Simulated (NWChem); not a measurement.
**Correlation energy of bromine (Br2)**

```
Br
Br 1 2.2983
```
Charge 0, spin multiplicity 1.

The numbers come from NWChem runs, not from measurements. The geometry was optimised at PBE0/def2-SVP, a minimum by its harmonic frequencies.

Basis set: def2-SVP. Each correlation energy counts from its own Hartree-Fock reference.

The Hamiltonian is non-relativistic. The correlated methods keep 18 core orbitals frozen. Coupled-cluster values serve here as a point of comparison, not as the truth.

| method | correlation energy (mHa) |
|---|---|
| MP2 | ___ |
| SCS-MP2 | -424.4 |
| CCSD+T(CCSD) | -475.8 |
| CR-CCSD[T] | ___ |
| CCSD | -465.2 |
| CCSD(T) | ___ |
| CR-CCSD(T) | -473.3 |

**Question.** Complete the blanks.

**Answer.** 
- MP2, correlation energy (mHa): -459.4
- CR-CCSD[T], correlation energy (mHa): -473.7
- CCSD(T), correlation energy (mHa): -475.4
